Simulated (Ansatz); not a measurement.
Start from `[CH3][Ta](=[NH])([Cl])[Cl]` and change one atom or group to get `[NH]=[Ta]([NH2])([Cl])[Cl]`.

Ansatz, PBE0-D4/def2-TZVP geometries, multiplicity 1. Each molecule was computed in one conformer, which needn't be the lowest.

Elements past krypton have def2 core potentials.

```csv
property,`[CH3][Ta](=[NH])([Cl])[Cl]`
zero-point energy (PBE0-D4/def2-TZVP) / kJ/mol,134.7
"ideal-gas entropy at 298 K and 1 bar (rigid rotor, harmonic PBE0-D4/def2-TZVP) / J/(mol·K)",388
HOMO energy (PBE0/def2-TZVPP) / eV,-8.20
size of the dipole moment (PBE/def2-TZVPP) / D,1.31
LUMO energy (B3LYP/def2-TZVPP) / eV,-2.22
LUMO energy (PBE0/def2-TZVPP) / eV,-2.01
```

Task: What does the change do to each property? (Best estimate.)

Result: Ansatz gave: 
```tsv
property	`[NH]=[Ta]([NH2])([Cl])[Cl]`	shift
zero-point energy (PBE0-D4/def2-TZVP) / kJ/mol	110.6	-24.1
ideal-gas entropy at 298 K and 1 bar (rigid rotor, harmonic PBE0-D4/def2-TZVP) / J/(mol·K)	376	-12
HOMO energy (PBE0/def2-TZVPP) / eV	-8.09	0.11
size of the dipole moment (PBE/def2-TZVPP) / D	2.76	1.45
LUMO energy (B3LYP/def2-TZVPP) / eV	-1.73	0.49
LUMO energy (PBE0/def2-TZVPP) / eV	-1.52	0.49
```

With PBE0 the HOMO rises by 0.11 eV and the LUMO rises by 0.49 eV, so the gap widens by about 0.38 eV. PBE moves the HOMO by 0.13 eV and ωB97M-V by 0.12 eV. The zero-point energy changes by -24.1 kJ/mol with -3 modes. Dipoles are sizes alone; their direction can turn.

B3LYP here is the variant with VWN-RPA as its local correlation; programs differ in this.
